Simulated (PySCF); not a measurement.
In (indium, neutral) across methods

[Kr] 4d10 5s2 6s1, 2S determinant (an excited configuration). All numbers are calculated (PySCF 2.14, a scalar-relativistic core potential, in aug-cc-pVTZ-PP with one added diffuse shell each of d, f type with ECP28MDF (6s5p5d3f, 67 functions)).

```tsv
method	E (hartree)	mean ε 5s α (eV)	mean ε 5s β (eV)	mean ε 6s α (eV)	Σ⟨r²⟩ (bohr²)	⟨S²⟩
BLYP	-189.9804	-11.003	-10.985	-1.531	98.88	0.750
revPBE	-190.0732	-10.932	-10.892	-1.773	100.6	0.750
r2SCAN	-190.0744	-11.180	-11.270	-1.703	99.57	0.750
PBE0	-190.0123	-11.870	-11.790	-2.026	100.4	0.750
PBE	-190.0182	-11.038	-10.980	-1.758	99.78	0.750
UHF	-189.11090	-13.519	-13.337	-2.509	103.2	0.750
LC-wPBE	-190.0217	-14.323	-14.230	-2.856	100.7	0.750
LDA	-189.6925	-11.384	-11.328	-1.710	97.80	0.750
PW91	-190.0971	-11.114	-11.058	-1.762	99.50	0.750
```

Energies and moments cover only the electrons outside the core potential. The outer electron is Rydberg-like, and this basis confines it to a smaller radius and binds it less than a complete one would.
